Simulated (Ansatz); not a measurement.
Ideal-gas functions of CH2AlNO (`N#[C][AlH][OH]`) at 500 K and 1 bar, from an Ansatz frequency run at PBE0-D4/def2-TZVP.

Molar mass 71.01 g/mol, point group Cs (symmetry number 1), electronic degeneracy 1, moments of inertia 22.416, 160.886, 183.302 u Å². Harmonic wavenumbers (cm⁻¹, unscaled): 140, 207, 316, 379, 497, 542, 576, 681, 898, 1998, 2319, 3969.

Use S(trans) = R[1.5 ln M + 2.5 ln T − 1.1517]; rotational temperatures θ = 24.2544 K / I; S(rot) = R[ln(√π/σ · √(T³/θAθBθC)) + 1.5]; for each mode x = 1.438777 ν̃/T, S = R[x/(eˣ − 1) − ln(1 − e⁻ˣ)] and H = RT x/(eˣ − 1); 1 cm⁻¹ = 0.0119627 kJ/mol; R = 8.31446 J/(mol·K).

Task: By hand: the entropy, in J/(mol·K).

Result: Translation 172.8. Rotation: θ = 1.082, 0.1508, 0.1323 K, giving 110.7. Vibration, mode by mode: 15.93, 12.74, 9.39, 7.99, 6.01, 5.41, 5.00, 3.94, 2.41, 0.18, 0.08, 0.00, in all 69.1. Electronic 0.0. Sum 352.6 J/(mol·K).

Task: By hand: H − E and G − E in kJ/mol, counted from the electronic energy.

Result: Zero-point energy ½ × 12522 × 0.0119627 = 74.9; thermal vibration 18.8; translation, rotation and pV give 4 RT = 16.6. H − E = 110.3 kJ/mol, and G − E = 110.3 − 500 × 352.6/1000 = -66.0 kJ/mol.

Vibration gives 20 % of the entropy, 15.9 J/(mol·K) of it from the mode under 150 cm⁻¹: soft modes count most, and the harmonic formula is weakest for them. The sum counts one conformer and one mirror image; others add a mixing term.
